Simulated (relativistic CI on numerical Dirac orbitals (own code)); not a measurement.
**Rh²⁺: L-alpha,beta X-ray emission**

Computed with this model: Dirac-Coulomb-Breit CI, orbitals from a KLI potential per configuration, model QED, valence Slater integrals scaled by 0.9, multiplet model of X-ray emission after core ionisation; configurations [Kr] 4d7 → [He] 2s2 2p5 3s2 3p6 3d10 4s2 4p6 4d7 → [Ar] 3d9 4s2 4p6 4d7; 300 K; Lorentzian 2 eV and Gaussian 0.6 eV FWHM. Energies are those of the free ion, without screening or charge transfer. S is read from ⟨S²⟩ = S(S + 1).

Field parameters in Wybourne normalisation: D3d B²₀ = −7Dσ, B⁴₀ = −14Dq − 21Dτ, B⁴₃ = −14√(10/7) Dq. The field is a parameter set, without covalency.

free ion: ground-state S = 1.49, centroid 2744.53 eV. Peaks (eV, height): 2698.0 (100), 2835.2 (31).

D3d, 10Dq = 33350, Dσ = -320, Dτ = 70 cm⁻¹: ground-state S = 0.51, centroid 2744.52 eV. Peaks (eV, height): 2698.0 (100), 2836.2 (41).

Strongest unbroadened transitions for free ion:

```tsv
Energy (eV)	Relative strength
2697.42	23.7
2697.73	8.6
2697.99	28.0
2698.05	100.0
2698.07	8.0
2698.27	35.2
2698.32	10.7
2698.47	13.2
2698.81	7.7
2698.85	15.3
2832.75	15.4
2834.69	26.9
2834.92	8.2
2835.55	13.0
2835.96	7.6
2837.34	11.6
2837.73	8.3
2838.02	16.7
```
